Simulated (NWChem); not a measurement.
System: C3H6OSi; SMILES C=C[SiH2]C=O

```xyz
11

C      0.5459    -2.4315    -0.3100
C      0.5222    -1.2588     0.3370
Si    -0.8460    -0.0075     0.1416
C     -0.1067     1.7115    -0.3596
O      0.9603     2.0894     0.0889
H     -0.2452    -2.7329    -0.9946
H      1.3586    -3.1460    -0.1856
H      1.3512    -1.0173     1.0036
H     -1.5720     0.2399     1.4194
H     -1.8229    -0.4619    -0.8869
H     -0.6762     2.3807    -1.0537
```
Atoms are numbered in this order, from 1.

All runs: NWChem. Medium grid unless said otherwise, to which SCAN and Minnesota functionals are sensitive. Geometry: optimised at B3LYP/6-31G* (spherical d). Hybrids' shares of exact exchange are those that their runs print; pure functionals count as 0. The functionals differ in more than this share.

```
row              share of exact exchange  orbital gap (eV)
---------------  -----------------------  ----------------
PBE/def2-SVP                        0.00              2.76
r2SCAN/def2-SVP                     0.00              3.23
TPSSh/def2-SVP                      0.10          withheld
B3LYP/def2-SVP                      0.20              4.94
M06-2X/def2-SVP                     0.54              7.93
```

Problem. Fit a straight line of the last column on the one before it, predict the withheld value, and compare with the run.

Solution. 
1. Means of the 4 shown rows: x = 0.185, y = 4.715. Slope Σ(x − x̄)(y − ȳ)/Σ(x − x̄)² = 1.781/0.1947 = 9.148; intercept 3.023.
2. The shown rows scatter about the line by 0.174 (root mean square); the largest residual is -0.26, at PBE/def2-SVP.
3. At x = 0.10 (TPSSh/def2-SVP; inside the shown range) the line gives 3.94.
4. The run gives 4.10, +0.16 from the line, 0.9 times the scatter.
